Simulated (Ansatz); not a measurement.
`C[S][Na]` + HI → `[Na][I]` + CH₃SH at 400 K and 1 bar (ligand exchange at the Na–S bond).

Calculated with Ansatz (gas phase, PBE0-D4/def2-TZVP geometries, no zero-point term in ΔE). CCSD(T)/CBS is the MP2 limit (def2-TZVPP, def2-QZVPP) plus CCSD(T) − MP2 in def2-TZVPP, frozen cores. This one scheme is used for every species. def2 core potentials past Kr. For I, Na outer-core shells are correlated without core-valence functions, which leaves a few kJ/mol of doubt a bond.

```json
{"species": "`C[S][Na]`", "CCSD(T)/CBS energy (Eh)": "-599.74600", "H − E (kJ/mol)": "122.2", "S (J/(mol·K))": "325.1"}
{"species": "HI", "CCSD(T)/CBS energy (Eh)": "-298.03592", "H − E (kJ/mol)": "25.7", "S (J/(mol·K))": "215.0"}
{"species": "`[Na][I]`", "CCSD(T)/CBS energy (Eh)": "-459.60569", "H − E (kJ/mol)": "15.2", "S (J/(mol·K))": "259.6"}
{"species": "CH₃SH", "CCSD(T)/CBS energy (Eh)": "-438.22835", "H − E (kJ/mol)": "138.7", "S (J/(mol·K))": "269.4"}
```

H − E and S are ideal-gas, rigid-rotor, harmonic terms from PBE0-D4/def2-TZVP. 1 Eh = 2625.50 kJ/mol, R = 8.31446 J/(mol·K).

By hand: ΔE, ΔH, ΔS and ΔG.

ΔE = (-459.60569) + (-438.22835) − (-599.74600) − (-298.03592) = -0.05212 Eh = -136.8 kJ/mol. Δ(H − E) = 15.2 + 138.7 − 122.2 − 25.7 = 6.0, so ΔH = -130.8 kJ/mol. ΔS = 259.6 + 269.4 − 325.1 − 215.0 = -11.1 J/(mol·K). ΔG = -130.8 − 400 × (-11.1)/1000 = -126.4 kJ/mol.

By hand: the equilibrium constant, and the temperature at which ΔG would vanish if ΔH and ΔS stayed fixed.

log₁₀ K = −ΔG/(RT ln 10) = 16.5. ΔG = 0 at ΔH/ΔS = 11784 K, far beyond where these terms or the molecules hold.

The number of gas molecules stays the same, so ΔS is small and ΔH decides. A doubt of 5 kJ/mol in ΔE shifts log₁₀ K by 0.7 here. These are equilibria of isolated gas molecules and say nothing of rates. Largest T1 diagnostic: 0.010 (customary marks: 0.02 for closed shells, 0.045 for open ones).
